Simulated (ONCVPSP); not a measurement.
## indium (In), ONCV: configuration errors across variants

indium, optimised norm-conserving Vanderbilt (ONCV), made with ONCVPSP 4.0.1 (LDA (Perdew-Zunger), scalar-relativistic). Core [Kr], reference 4d10 5s1 5p2. Waves: 5s: rc 2.05 bohr, ncon 3, nbas 6, qcut 2.9 1/bohr, 2 projectors, debl 1.9 Ha; 5p: rc 2.30 bohr, ncon 4, nbas 9, qcut 2.9 1/bohr, 3 projectors, debl 0.6 Ha; 4d: rc 1.50 bohr, ncon 5, nbas 9, qcut 10.9 1/bohr, 2 projectors, debl 3.3 Ha. Local part: polynomial inside 1.35 bohr (lpopt 5, dvloc0 -1 Ha). Core correction: none.

All-electron excitation energies from the reference (eV): (1) 4d10 5s2 5p1 -5.938; (2) 4d10 5s2 5p0 -0.343; (3) 4d10 5s1 5p0 19.317; (4) 4d10 5s0 5p0 48.057.

A true bound ghost makes a file unfit for plane-wave use even where its test errors are small: the radial tests pick states by their node count and pass the ghost by.

Errors AE − PS in meV (a dash: test not solved or not reliable):

| change | (1) | (2) | (3) | (4) | bound ghosts | GHOST(+) flags above zero |
| --- | --- | --- | --- | --- | --- | --- |
| base | 0.0 | -2.9 | -5.3 | +2.1 | s, p | p |
| d: rc 1.28; local potential polynomial inside 1.28 bohr (lpopt 5, dvloc0 -1 Ha) | 0.0 | -2.9 | -5.3 | +1.8 | s, p | p |
| d: rc 1.52 | 0.0 | -2.9 | -5.3 | +2.3 | s, p | p |
| d: rc 1.72 | 0.0 | -2.9 | -5.1 | +3.2 | s, p | p |
| d: rc 2 | +0.2 | -2.9 | -4.7 | +5.9 | s, p | p |
| d: rc 2.1 | +0.1 | -2.9 | -4.5 | +6.8 | s, p | p |

(1) Give the same row for: d: rc 1.02; local potential polynomial inside 1.02 bohr (lpopt 5, dvloc0 -1 Ha).

Answers

(1) 0.0, -2.9, -5.2, +1.6; bound ghosts: s, p; GHOST(+) flags above zero: s, p.
